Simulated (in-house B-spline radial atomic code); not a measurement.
Configurations of Sn⁺, with energies counted from [Kr] 4d10 5s2 5p1. Level of theory: scalar-relativistic (X2C) Hartree-Fock, spin-polarised, averaged over the determinants with the given up and down occupations, Fermi nucleus of rms radius 4.6519 fm; calculated with an all-electron radial atomic-structure program (B-spline basis). Shells without spins written out take the highest spin.

Occupations are held fixed; configurations that lie above the ionisation limit could autoionise.

```csv
configuration,E - E(ref) (eV),highest orbital,its <r> (bohr)
[Kr] 4d10 4f1 5s2,10.216,4f up,8.806
[Kr] 4d10 5s2 6f1,12.12,6f up,23.6
[Ar] 3d10 4s2 4p5 4d10 5s2 5p2,97.962,5p up,2.71
[Ar] 3d10 4s2 4p5 4d10 5s2 5p1 5d1,107.18,5d up,4.715
[Ar] 3d9 4s2 4p6 4d10 5s2 5p1 6d1,502.07,6d up,10.11
```

**Question.** Order these further configurations by energy, lowest first.
A. [Kr] 4d(5 up, 4 down) 5s2 5p(1 up, 0 down) 6d(1 up, 0 down)
B. [Ar] 3d10 4s2 4p(3 up, 2 down) 4d10 5s2 5p(1 up, 0 down) 6s(0 up, 1 down)
C. [Ar] 3d10 4s2 4p5 4d10 5s2 5p1 6s1
D. [Kr] 4d10 5s1 5p2
E. [Ar] 3d9 4s2 4p6 4d10 5s2 5p1 5f1

**Answer.** D (4.1781 eV), A (36.747 eV), C (106.22 eV), B (106.4 eV), E (503.4 eV).

**Question.** How far above the reference does [Ar] 3d10 4s2 4p5 4d10 5s2 5p1 6d1 lie?

**Answer.** 110.28 eV; its least bound orbital is 6d up with <r> = 10.16 bohr.
